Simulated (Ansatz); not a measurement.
The same hydrolysis along the group B, Al, Ga, In.

Calculated with Ansatz (gas phase, PBE0-D4/def2-TZVP geometries, no zero-point term in ΔE). CCSD(T)/CBS adds triple-zeta CCSD(T) − MP2 to the extrapolated MP2 energy (def2 sets, frozen cores). This one scheme is used for every species. DFT in def2-TZVPP. def2 core potentials past Kr. For Br, Ga, In outer-core shells are correlated without core-valence functions, which leaves a few kJ/mol of doubt a bond. Scalar relativity is left out up to krypton. Each species was taken in one conformer, which may not be the lowest.

```json
{"reaction": "`NB(Br)Br` + H₂O → `OB(Br)Br` + NH₃", "RPA@PBE/def2-TZVPP (kJ/mol)": "-5", "B2PLYP (kJ/mol)": "-5"}
{"reaction": "`[NH2][Al]([Br])[Br]` + H₂O → `[OH][Al]([Br])[Br]` + NH₃", "RPA@PBE/def2-TZVPP (kJ/mol)": "-39", "B2PLYP (kJ/mol)": "-41"}
{"reaction": "`[NH2][Ga]([Br])[Br]` + H₂O → `[OH][Ga]([Br])[Br]` + NH₃", "RPA@PBE/def2-TZVPP (kJ/mol)": "-15", "B2PLYP (kJ/mol)": "-16"}
{"reaction": "`[NH2][In]([Br])[Br]` + H₂O → `[OH][In]([Br])[Br]` + NH₃", "RPA@PBE/def2-TZVPP (kJ/mol)": "-12", "B2PLYP (kJ/mol)": "-15"}
```

Question: Give the CCSD(T)/CBS values in the same order. (Estimate.)

Answer: The calculation gave: -1, -37, -7, -10 kJ/mol.

Largest T1 diagnostic: 0.012, for `[OH][In]([Br])[Br]`.
